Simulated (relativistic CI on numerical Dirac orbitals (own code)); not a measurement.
Electric-dipole lines of Pt²⁸⁺

Calculated at this level of theory: Dirac-Coulomb-Breit CI, orbitals from a KLI potential per configuration, model QED (radiative potential, 1s self-energy scaled to tabulated hydrogen-like ionisation energies), unscaled Slater integrals (own radial code, finite nucleus).

Configurations in the expansion (outside the closed core [Ar] 3d10 4p6): 4s²4d¹⁰4f⁴, 4s²4d¹⁰4f³5s, 4s²4d¹⁰4f²5s², 4s²4d¹⁰4f³5p, 4s²4d¹⁰4f²5s5p, 4s²4d¹⁰4f³5d, 4s²4d¹⁰4f²5p², 4s²4d¹⁰4f²5s5d, 4s²4d⁹4f³5s², 4s4d¹⁰4f⁵, 4s²4d¹⁰4f³5f, 4s²4d¹⁰4f³6s, 4s²4d¹⁰4f³6p. Levels of other configurations are missing.

```
λ vac (nm)                    Lower                   Upper   A (s⁻¹)        gf  Branching (%)
    23.896  4s²4d¹⁰4f³5s ⁵I°6 [110]  4s²4d¹⁰4f³5p ³I5 [198]  7.35e+08  6.92e-02            3.3
    24.103  4s²4d¹⁰4f³5s ⁵I°5 [109]  4s²4d¹⁰4f³5p ⁵K6 [192]  1.77e+09  2.00e-01            8.0
    24.120  4s²4d¹⁰4f³5s ⁵I°6 [110]  4s²4d¹⁰4f³5p ⁵K7 [196]  1.55e+09  2.03e-01            7.0
    24.635  4s²4d¹⁰4f³5s ⁵F°2 [113]  4s²4d¹⁰4f³5p ⁵G3 [200]  1.30e+09  8.26e-02            5.9
    24.932  4s²4d¹⁰4f³5s ⁵I°4 [108]  4s²4d¹⁰4f³5p ³H4 [191]  7.00e+09  5.87e-01           30.5
    25.175  4s²4d¹⁰4f³5s ⁵I°7 [114]  4s²4d¹⁰4f³5p ⁵H6 [197]  1.54e+10  1.91e+00           67.1
    25.243  4s²4d¹⁰4f³5s ⁵F°1 [112]  4s²4d¹⁰4f³5p ³D1 [195]  3.72e+09  1.07e-01           16.6
    25.366  4s²4d¹⁰4f³5s ⁵I°6 [110]  4s²4d¹⁰4f³5p ⁵I5 [193]  1.45e+10  1.54e+00           63.8
    25.421  4s²4d¹⁰4f³5s ⁵I°7 [114]  4s²4d¹⁰4f³5p ⁵K7 [196]  9.19e+09  1.33e+00           41.3
    25.478  4s²4d¹⁰4f³5s ⁵I°5 [109]  4s²4d¹⁰4f³5p ³H4 [191]  1.49e+10  1.31e+00           65.0
    25.499  4s²4d¹⁰4f³5s ³H°4 [115]  4s²4d¹⁰4f³5p ³H4 [199]  5.88e+09  5.16e-01           26.1
    25.530  4s²4d¹⁰4f³5s ⁵F°2 [113]  4s²4d¹⁰4f³5p ³D1 [195]  1.68e+10  4.92e-01           74.8
    25.532  4s²4d¹⁰4f³5s ³G°5 [116]  4s²4d¹⁰4f³5p ³H4 [199]  1.44e+10  1.27e+00           63.9
    25.590  4s²4d¹⁰4f³5s ⁵F°1 [112]  4s²4d¹⁰4f³5p ⁵G2 [194]  1.14e+10  5.57e-01           51.5
    25.598  4s²4d¹⁰4f³5s ³I°5 [111]  4s²4d¹⁰4f³5p ⁵I5 [193]  6.17e+09  6.67e-01           27.2
    25.669  4s²4d¹⁰4f³5s ⁵I°4 [108]  4s²4d¹⁰4f³5p ⁵K5 [190]  1.35e+10  1.46e+00           62.3
    25.691  4s²4d¹⁰4f³5s ⁵I°6 [110]  4s²4d¹⁰4f³5p ⁵K6 [192]  8.52e+09  1.10e+00           38.5
    25.704  4s²4d¹⁰4f³5s ⁵G°2 [118]  4s²4d¹⁰4f³5p ⁵G3 [200]  9.44e+09  6.55e-01           42.7
    25.705  4s²4d¹⁰4f³5s ³H°4 [115]  4s²4d¹⁰4f³5p ³I5 [198]  1.22e+10  1.32e+00           54.7
    25.731  4s²4d¹⁰4f³5s ⁵F°3 [119]  4s²4d¹⁰4f³5p ⁵G3 [200]  8.27e+09  5.75e-01           37.4
    25.740  4s²4d¹⁰4f³5s ³G°5 [116]  4s²4d¹⁰4f³5p ³I5 [198]  8.28e+09  9.05e-01           37.2
    25.840  4s²4d¹⁰4f³5s ³I°6 [117]  4s²4d¹⁰4f³5p ⁵H6 [197]  6.32e+09  8.22e-01           27.5
    25.885  4s²4d¹⁰4f³5s ⁵F°2 [113]  4s²4d¹⁰4f³5p ⁵G2 [194]  9.97e+09  5.01e-01           45.3
    25.929  4s²4d¹⁰4f³5s ³I°5 [111]  4s²4d¹⁰4f³5p ⁵K6 [192]  1.13e+10  1.47e+00           50.9
    26.099  4s²4d¹⁰4f³5s ³I°6 [117]  4s²4d¹⁰4f³5p ⁵K7 [196]  1.10e+10  1.68e+00           49.4
    26.248  4s²4d¹⁰4f³5s ⁵I°5 [109]  4s²4d¹⁰4f³5p ⁵K5 [190]  7.65e+09  8.69e-01           35.3
    26.325  4s²4d¹⁰4f³5s ⁵G°3 [122]  4s²4d¹⁰4f³5p ³H4 [199]  8.20e+08  7.67e-02            3.6
    26.621  4s²4d¹⁰4f³5s ³F°2 [124]  4s²4d¹⁰4f³5p ⁵G3 [200]  1.04e+09  7.71e-02            4.7
    27.526  4s²4d¹⁰4f³5s ³I°5 [111]  4s²4d¹⁰4f³5p ³H4 [191]  9.13e+08  9.33e-02            4.0
    27.564  4s²4d¹⁰4f³5s ³I°6 [117]  4s²4d¹⁰4f³5p ⁵I5 [193]  8.70e+08  1.09e-01            3.8
```

Terms are leading LS components. Brackets give the number of a level in order of energy, since labels repeat. The list gives strong lines, with weight on those to low levels, without lines whose two gauges differ by over a factor of 2.5, among the lowest 200 of 2963 levels, so that lines to higher ones, which can be the strongest, are missing. Levels whose partners in the same complex of configurations lie outside the list can be far off, and so can their lines. Rates are taken at the computed energies, electric ones in the length gauge.

At this charge energies of transitions that change n are usually good to better than 1 %, and those within a shell (Δn = 0) to a few per cent. Terms inside the open d or f shell come out 10 to 20 % too wide with unscaled integrals.

LS names give the leading component of a level, which can be under half, so a name can repeat, a term be missing and a line seem to break the LS rules.
